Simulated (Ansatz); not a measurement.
`CC[SiH](O)[SiH3]` + `[OH][Sn][Cl]` → `C[O][Sn][Cl]` + `C[SiH](O)[SiH3]`  (substitution at a C–C bond)

Gas-phase electronic energies from Ansatz, PBE0-D4/def2-TZVP geometries. CBS: MP2 limit from def2 TZ/QZ plus the TZ coupled-cluster correction, frozen cores. DFT in def2-TZVPP. B3LYP here is the variant with VWN-RPA as its local correlation; programs differ in this. def2 core potentials past Kr. For Sn outer-core shells are correlated without core-valence functions, which leaves a few kJ/mol of doubt a bond. Each species was taken in one conformer, which may not be the lowest.

```tsv
level	ΔE (kJ/mol)	difference from CCSD(T)/CBS
PBE-D4	30.3	-4.8
PBE0-D4	32.9	-2.2
B3LYP-D4	25.9	-9.2
ωB97X-V	30.5	-4.6
ωB97M-V	32.9	-2.2
B2PLYP	29.0	-6.1
r2SCAN	30.7	-4.4
PBE0	32.5	-2.6
HF/def2-TZVPP	25.4	-9.7
SCS-MP2/def2-TZVPP	33.4	-1.7
CCSD/def2-TZVPP	33.7	-1.4
CCSD(T)/def2-TZVPP	33.7	-1.4
HF/def2-QZVPP	25.8	-9.3
MP2/def2-QZVPP	38.0	2.9
SCS-MP2/def2-QZVPP	34.6	-0.5
MP2/CBS(def2)	38.5	3.4
CCSD(T)/CBS	35.1	0
```

Largest T1 diagnostic among the species: 0.017.

In def2-TZVPP, CCSD(T) changes the Hartree–Fock value by +8.3 kJ/mol (the triples alone add −0.0 kJ/mol) and MP2 by +11.7 kJ/mol.
